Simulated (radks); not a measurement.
Q: Valence configurations of the titanium ion Ti+ (all share [Ar]). Calculated with a radial shooting solver on a logarithmic mesh with Libxc functionals: non-relativistic Kohn-Sham, BLYP, spin-polarised, spherical densities, point nucleus; open shells are filled with parallel spins first. Order these by energy: 3d1 4s0.5 4p1.5; 3d1 4s2; 3d2.5 4s0.5; 3d2 4s0.5 4p0.5; 4s1 4p2; 3d1.5 4s1.5; 3d1 4s1 4p1; 3d3; 3d2 4s1; 3d1.5 4s0.5 4p1.

A: From the lowest, in eV above it: 3d2.5 4s0.5 0.000; 3d3 0.094; 3d2 4s1 0.389; 3d1.5 4s1.5 1.872; 3d2 4s0.5 4p0.5 2.315; 3d1 4s2 3.928; 3d1.5 4s0.5 4p1 5.445; 3d1 4s1 4p1 7.333; 3d1 4s0.5 4p1.5 9.505; 4s1 4p2 18.344. NIST lists [Ar] 3d2 4s1 as the ground configuration; this level of theory puts 3d2.5 4s0.5 lower, by 0.389 eV. The energies are those of spherical high-spin densities, not of single terms.
